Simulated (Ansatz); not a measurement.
Consider the cleavage of the P–Si bond: `OP[SiH2][SiH3]` + H₂S → `OPS` + `[SiH3][SiH3]`.

Computed with Ansatz on PBE0-D4/def2-TZVP structures; ΔE is electronic, products minus reactants. CCSD(T)/CBS is the MP2 limit (def2-TZVPP, def2-QZVPP) plus CCSD(T) − MP2 in def2-TZVPP, frozen cores. This one scheme is used for every species. DFT in def2-TZVPP. B3LYP here is the variant with VWN-RPA as its local correlation; programs differ in this. Each species was taken in one conformer, which may not be the lowest.

`OP[SiH2][SiH3]`:

```xyz
11

O     2.260   -0.554    1.802
P     0.790    0.202    1.601
Si    0.495   -0.073   -0.624
Si   -1.748    0.404   -1.101
H     2.787   -0.054    2.429
H    -0.073   -0.889    1.914
H     0.839   -1.451   -1.070
H     1.376    0.891   -1.339
H    -2.074    1.800   -0.705
H    -2.640   -0.522   -0.352
H    -2.011    0.245   -2.556
```

H₂S:

Cartesian coordinates in Å:
```
S 0.067 -0.478 0.389
H -0.959 -0.005 -0.335
H 0.892 0.483 -0.054
```

`OPS`:

Cartesian coordinates in Å:
```
O -0.870 -0.013 1.182
P -0.386 -0.523 -0.308
S 1.515 0.341 -0.624
H -1.536 0.675 1.097
H 0.192 -1.724 0.172
H 1.085 1.243 -1.520
```

`[SiH3][SiH3]`:

Cartesian coordinates in Å:
```
Si -0.617 -0.922 -0.369
Si 0.617 0.922 0.369
H -2.049 -0.765 0.001
H -0.518 -1.050 -1.848
H -0.099 -2.171 0.252
H 0.515 1.052 1.847
H 0.102 2.170 -0.255
H 2.050 0.764 0.002
```

```
        level  ΔE (eV)
        B3LYP    -0.28
MP2/CBS(def2)    -0.26
```

Task: What does CCSD(T)/CBS give? (Best estimate.)

Result: The calculation gave: -0.22 eV. The listed levels differ from it by -0.06, -0.04 eV.

Largest T1 diagnostic among the species: 0.014.

The D4 term adds +0.05 eV with B3LYP and +0.03 eV with PBE0; it sums over pairs of atoms, weighted by their polarisabilities, and B3LYP, whose exchange is more repulsive, gets the larger term.
